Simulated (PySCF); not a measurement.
InFI₂, SMILES [F][In]([I])[I]. Atoms are numbered in the order given.

```xyz
4

In     0.0000     0.0000     0.6730
F      0.0000     0.0000     2.6231
I      0.0000     2.3485    -0.5338
I      0.0000    -2.3485    -0.5338
```

The structure is a stationary point at PBE0-D3(BJ)/def2-SVP. The structure was generated by enumeration; whether it is a known compound was not checked. The def2 effective core potentials stand for the cores of I, In; spin–orbit coupling is left out.

Level of theory: TDDFT-PBE/def2-SVPD run with PySCF 2.14.0.

Vertical excitations. Gas-phase values at a fixed geometry. State labels are in the subgroup C2v.

Computed excitation energies, oscillator strengths and character:
| state | symmetry | energy (eV) | λ (nm) | f | main pairs |
|---|---|---|---|---|---|
| S1 | B2 | 3.14 | 394 | 0.008 | HOMO→LUMO 99 % |
| S2 | A2 | 3.24 | 382 | 0.000 | HOMO−1→LUMO 100 % |
| S3 | A1 | 3.34 | 371 | 0.012 | HOMO−2→LUMO 99 % |
| S4 | B1 | 3.52 | 352 | 0.009 | HOMO−3→LUMO 100 % |
| S5 | A2 | 4.38 | 283 | 0.000 | HOMO→LUMO+1 100 % |
| S6 | B2 | 4.47 | 277 | 0.017 | HOMO−1→LUMO+1 50 %, HOMO−4→LUMO 48 % |
| S7 | B1 | 4.56 | 272 | 0.000 | HOMO−2→LUMO+1 100 % |
| S8 | B2 | 4.88 | 254 | 0.115 | HOMO−6→LUMO 40 %, HOMO−1→LUMO+1 34 %, HOMO−4→LUMO 24 % |
| S9 | A1 | 4.98 | 249 | 0.004 | HOMO−3→LUMO+1 89 % |
| S10 | B1 | 5.01 | 247 | 0.005 | HOMO−5→LUMO 100 % |
| T1 | B2 | 2.83 | 437 | 0 | HOMO→LUMO 100 % |
| T2 | A2 | 2.97 | 418 | 0 | HOMO−1→LUMO 100 % |
| T3 | A1 | 3.02 | 411 | 0 | HOMO−2→LUMO 100 % |
| T4 | B1 | 3.21 | 386 | 0 | HOMO−3→LUMO 100 % |
Triplets are in the Tamm–Dancoff approximation, which puts them higher than full response would, so one can lie above its singlet here.
